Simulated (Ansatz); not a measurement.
Gas-phase electronic energies from Ansatz, PBE0-D4/def2-TZVP geometries. CCSD(T)/CBS is the MP2 limit (def2-TZVPP, def2-QZVPP) plus CCSD(T) − MP2 in def2-TZVPP, frozen cores. This one scheme is used for every species. DFT in def2-TZVPP. For Br outer-core shells are correlated without core-valence functions, which leaves a few kJ/mol of doubt a bond. Scalar relativity is left out up to krypton. One conformer a species, not always the lowest.

Reaction (ligand exchange at a B–N bond): `NB(O)O[SiH3]` + HBr → `OB(Br)O[SiH3]` + NH₃

CCSD(T)/CBS gives +0.11 eV.

Question: Another level gave +0.24 eV. Which?
A. PBE-QIDH/def2-TZVPP
B. CCSD/def2-TZVPP
C. BHLYP/def2-TZVPP
D. revPBE/def2-TZVPP

Answer: C. BHLYP 0.24, CCSD/def2-TZVPP 0.17, revPBE 0.08, PBE-QIDH 0.13 eV.

Question: What do rigid-rotor, harmonic-oscillator terms from PBE0-D4/def2-TZVP frequencies (298.15 K, 1 bar) make of the CCSD(T)/CBS value? (Estimate.)

Answer: Ansatz gave: ΔZPE = +0.07 eV, ΔH = +0.18 eV, ΔS = 5 J/(mol·K), ΔG = +0.16 eV.

Largest T1 diagnostic among the species: 0.011.

The D4 term adds −0.04 eV with B3LYP and −0.02 eV with PBE0; it sums over pairs of atoms, weighted by their polarisabilities, and B3LYP, whose exchange is more repulsive, gets the larger term. In def2-TZVPP, CCSD(T) changes the Hartree–Fock value by −0.12 eV (the triples alone add −0.03 eV) and MP2 by −0.18 eV.

B3LYP here is the variant with VWN-RPA as its local correlation; programs differ in this.
